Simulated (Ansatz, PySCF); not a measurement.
C2H6ClNSn, SMILES C[N]([Sn][Cl])C (connectivity only; charge and spin as stated), neutral, multiplicity 1. Atoms are numbered in the order given.

```xyz
11

Sn     0.7148    -0.2983     0.0000
Cl    -1.1939    -1.7767     0.0000
N     -0.3614     1.4422     0.0000
C      0.3517     2.6928     0.0000
C     -1.7921     1.5905     0.0000
H      0.1100     3.3068    -0.8900
H      0.1100     3.3068     0.8900
H      1.4433     2.5293     0.0000
H     -2.1396     2.1508     0.8904
H     -2.1396     2.1508    -0.8904
H     -2.2805     0.6061     0.0000
```
Charge 0, spin multiplicity 1.

Geometry: PBE0-D3(BJ)/def2-SVP. The structure was generated by enumeration; whether it is a known compound was not checked. The def2 effective core potentials stand for the cores of Sn; spin–orbit coupling is left out. Other conformers were not sampled.

Two levels are set side by side: PBE-D3(BJ)/def2-SVP (Ansatz, an electronic-structure program) and PBE0-D3(BJ)/def2-SVP (Ansatz). Each level has its own optimised geometry; the coordinates shown are those of the second. Frequencies come from the Hessian of PySCF at each geometry. Differences are taken from unrounded values.

| quantity | PBE0-D3(BJ) |
|---|---|
| mean bond length (Å) | 1.397 |
| bond Sn1–Cl2 (Å) | 2.414 |
| bond Sn1–N3 (Å) | 2.046 |
| bond N3–C4 (Å) | 1.440 |
| bond N3–C5 (Å) | 1.438 |
| bond C4–H6 (Å) | 1.108 |
| bond C4–H7 (Å) | 1.108 |
| bond C4–H8 (Å) | 1.104 |
| bond C5–H9 (Å) | 1.108 |
| bond C5–H10 (Å) | 1.108 |
| bond C5–H11 (Å) | 1.099 |
| highest harmonic wavenumber (cm⁻¹) | 3159 |
| mean harmonic wavenumber (cm⁻¹) | 1346 |
| zero-point energy (kcal/mol) | 51.97 |

**Question.** What does PBE-D3(BJ) give, and how far is it from PBE0-D3(BJ)? (The exact figures need the calculation; the answer reports its results.)

**Answer.** 
```csv
quantity,PBE-D3(BJ),PBE-D3(BJ) minus PBE0-D3(BJ)
mean bond length (Å),1.410,0.013
bond Sn1–Cl2 (Å),2.437,0.023
bond Sn1–N3 (Å),2.080,0.034
bond N3–C4 (Å),1.448,0.008
bond N3–C5 (Å),1.446,0.008
bond C4–H6 (Å),1.117,0.009
bond C4–H7 (Å),1.117,0.009
bond C4–H8 (Å),1.112,0.008
bond C5–H9 (Å),1.117,0.009
bond C5–H10 (Å),1.117,0.009
bond C5–H11 (Å),1.108,0.009
highest harmonic wavenumber (cm⁻¹),3060,-99
mean harmonic wavenumber (cm⁻¹),1300,-47
zero-point energy (kcal/mol),50.16,-1.80
```

GGA bonds tend to be longer and softer than those of functionals with exact exchange. Differences between two approximate levels are no errors against the true value.
